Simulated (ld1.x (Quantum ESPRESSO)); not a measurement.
krypton: one change to a TM potential, before and after

ld1.x (Quantum ESPRESSO) 7.5 input, shortened:

```
&input
   title='Kr', zed=36., rel=1, dft='PZ', iswitch=3,
   config='[Ar] 3d10 4s2 4p5 4d-2'
 /
 &inputp
   pseudotype=2, tm=.true., lloc=0,
   nlcc=.false.
 /
3
4P  2  1   5.00   0.00  1.30  1.30  0.0
4D  3  2  -2.00   0.40  1.15  1.15  0.0
4S  1  0   2.00   0.00  1.05  1.05  0.0
 &test
   configts(1)='4s2 4p5'
 /
```

All-electron outer shells of the reference configuration (LDA (PZ), scalar-relativistic, ld1.x):

| shell | level (eV) | outermost node (bohr) | outermost maximum (bohr) |
| --- | --- | --- | --- |
| 4s | -34.16 | 0.64 | 1.32 |
| 4p | -19.70 | 0.67 | 1.52 |

Change: wave 4p (bound): rc 1.30 bohr becomes 4p (bound): rc 1.12 bohr.

Cutoffs: the cutoffs (Ry, on a coarse ladder) from which the occupation-weighted sum of valence levels, in a spherical-Bessel basis at the reference potential, stays within 10 and 1 mRy of its value at 400 Ry; they do not see the model core or the augmentation charge, which bear on the density cutoff. Errors are all-electron minus pseudo energies relative to the spin-unpolarised reference configuration.

**Question.** What does the change do?

**Answer.** Both files keep a bound ghost (d, p); the number of tests that count goes from 7 to 4; of the 4 tests that both files solve, the error grows in 0 and shrinks in 1 by more than 15 % and 0.3 meV (median size 59.7 → 51.7 meV).

```csv
quantity,base,changed
"cutoff, loose",120 Ry,140 Ry
"cutoff, tight",260 Ry,over 300 Ry
loose cutoff by channel (10 mRy a level),"p 12 Ry, s 80 Ry","p 80 Ry, s 80 Ry"
bound ghosts,"d, p","d, p"
"tests counted (converged, no solver errors)",7 of 8,4 of 8
"error for 4s2 4p6, meV [ΔE -14.44 eV]",+144,+134
"error for 4s1 4p6, meV [ΔE 14.54 eV]",+75,+62
"error for 4s2 4p5.5, meV [ΔE -8.51 eV]",+44,+41
"error for 4s2 4p5 (spin-polarised), meV [ΔE -0.18 eV]",+27,+26
```

Base: Tests not counted: 4s2 4p2 (solver errors, printed error -10.3 eV). Changed file: Tests not counted: 4s2 4p4 (solver errors, printed error -223 eV); 4s2 4p3 (solver errors, printed error -159 eV); 4s2 4p2 (solver errors, printed error -166 eV); 4s2 4p4 (spin-polarised) (solver errors, printed error -289 eV). A true bound ghost makes a file unfit for plane-wave use even where its test errors are small: the radial tests pick states by their node count and pass the ghost by. Where a test does run into it, the solver fails or the error is huge.
